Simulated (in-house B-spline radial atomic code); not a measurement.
# B3LYP (VWN-RPA) excitations of B II (B+)

Method: B3LYP (VWN-RPA). Computed with an all-electron radial atomic-structure program (B-spline basis): linear response of the closed shell [He] 2s2 with the functional's adiabatic kernel; scalar-relativistic (spin-free one-electron X2C), finite nucleus, no spin-orbit coupling, no double excitations, S, P, D and F terms only.

Command:
```bash
python run_td.py task.json out
```
Settings (radii: box in bohr, nucleus in fm):
```
Z                        5
electrons                4
configuration            [He] 2s2
hamiltonian              x2c
method                   b3lyp
box_radius               41.61
rms_radius               2.406
intervals                77
```

Run time, properties included: 0.4 s on 1 thread of Arm Neoverse N1, on a shared host.

The lowest states, in the order of their Tamm-Dancoff energies; the method's threshold (minus the highest occupied level) is 20.584 eV. Labels give the largest channel, * marks a mixed state, and oscillator strengths are full-response dipole values. Measured ¹D terms are left out, since they can mix with doubly excited terms. Semilocal kernels can invert the small singlet-triplet splittings of Rydberg terms. Energies in eV:

```tsv
state	full response	Tamm-Dancoff	oscillator strength	measured (J-weighted term)
2s → 2p 3P	?	?	-	?
2s → 2p 1P	8.455	8.972	0.973	9.100
2s → 3s 3S	14.960	14.968	-	16.090
2s → 3s 1S	?	?	-	-
2s → 3p 3P	16.295	16.308	-	17.853
2s → 3p 1P	16.466	16.484	0.0776	17.866
2s → 3d 3D	17.187	17.197	-	18.678
2s → 3d 1D	17.297	17.298	-	-
2s → 4s 3S	18.300	18.302	-	-
2s → 4s 1S	18.466	18.472	-	-
2s → 4p 3P	18.710	18.712	-	-
2s → 4p 1P	18.760	18.763	0.0263	-
2s → 4d 3D	19.005	19.008	-	-
```

Where does 2s → 3s 1S lie?

At 15.585 eV in full response, 15.606 eV in Tamm-Dancoff.

Where does 2s → 2p 3P lie?

At 3.377 eV in full response, 3.997 eV in Tamm-Dancoff; measured 4.631 eV.

How large is the singlet-triplet splitting of 2s → 2p (P terms) in Tamm-Dancoff?

4.98 eV, from the unrounded values.

What polarisabilities and dispersion coefficient does the method give?

Dipole 10.84 bohr³, quadrupole 29.17 bohr⁵, C6 29.36 hartree·bohr⁶ for two such species.
